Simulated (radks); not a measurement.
The numbers below are computed, except where a source is named.
Ionisation of neutral molybdenum, [Kr] 4d5 5s1, to Mo+, [Kr] 4d5, under several functionals. Non-relativistic Kohn-Sham, spin-polarised, spherical densities, point nucleus; open shells are filled with parallel spins first (spin-orbit coupling, left out, can overturn this in heavy ions); a radial shooting solver on a logarithmic mesh with Libxc functionals.

functional                                        E(Mo) (hartree)  Exc (hartree)  IE (eV)  -e(HOMO) (eV)  <r> HOMO (bohr)  IE error (eV)
revTPSS                                               -3976.62452     -120.89164    6.835          4.202            3.584         -0.257
r2SCAN                                                -3977.59253     -121.91242    7.032          4.530            3.541         -0.060
exchange-only PBE                                     -3975.05340     -119.27917    6.843          4.064            3.666         -0.249
BP86                                                  -3977.97489     -122.26277    7.193          4.446            3.566         +0.101
PBE                                                   -3977.13297     -121.41472    7.048          4.286            3.601         -0.045
TASK exchange with Perdew-Wang LDA correlation        -3976.58237     -120.91231    7.000          4.922            3.410         -0.093
OLYP                                                  -3978.80885     -123.20190    6.607          3.910            3.607         -0.485
LDA (Slater exchange, Perdew-Zunger correlation)      -3973.13771     -117.35444    7.304          4.511            3.562         +0.212
LDA (Slater exchange, VWN5 correlation)               -3973.16260     -117.38185    7.302          4.506            3.561         +0.209
Tao-Mo meta-GGA                                       -3976.66900     -120.94294    6.877          4.203            3.610         -0.216
BLYP                                                  -3977.61280     -121.89095    6.882          4.082            3.614         -0.211

NIST Atomic Spectra Database: 7.092 eV (measured). Closest: PBE. The Delta-SCF values span 0.70 eV, the total energies 5.67 hartree. The highest occupied level is 5s. Relativity is left out here, which matters for elements this heavy. Open shells are spherical and high-spin; term and fine-structure splittings are not resolved.
